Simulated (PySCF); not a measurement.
A structure optimised at PBE-D3(BJ)/def2-SVP, used in a PySCF frequency run:

```xyz
9

O     -0.8413    -1.1283     1.5955
Si    -0.8088    -0.2655     0.1781
O     -1.9313     0.9616     0.3310
F     -1.2754    -1.2022    -1.0880
As     1.3761     0.4793    -0.3227
H     -1.7340    -1.2298     1.9751
H     -2.2045     1.3875    -0.5003
H      1.5927     0.8411     1.1574
H      1.9161    -0.9444    -0.0973
```
Charge 0, spin multiplicity 1.

**Question.** Write its SMILES and formula.

**Answer.** O[Si](O)(F)[AsH2], AsFH₄O₂Si

**Question.** What are its rotational constants (standard atomic weights)?

**Answer.** 3.7526, 1.3613, 1.3417 GHz
